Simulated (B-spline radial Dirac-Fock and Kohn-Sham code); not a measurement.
What relativity does to the binding energies of S

System: the S atom, configuration 1s2 2s2 2p6 3s2 3p4.

Both columns are ΔSCF binding energies of the configuration average from a B-spline atomic structure program: non-relativistic Hartree-Fock with a point nucleus, and Dirac-Fock with a finite nucleus and the Coulomb interaction alone, averaged over the two j levels with weights 2j+1.

```
shell  Hartree-Fock (eV)  Dirac-Fock (eV)  shift (eV)  shift (%)
   1s             2474.0           2482.4       +8.39      +0.34
   2s              236.4            237.8       +1.35      +0.57
   3s              22.80            22.92       +0.12      +0.52
   3p              10.69            10.68       -0.02      -0.15
```

Relativity binds 1s, 2s, 3s more strongly, among those listed most of all 2s in relative terms, and 3p more weakly.

Values without a named source are computed, but for edge energies of neutral atoms, which are taken from tables.
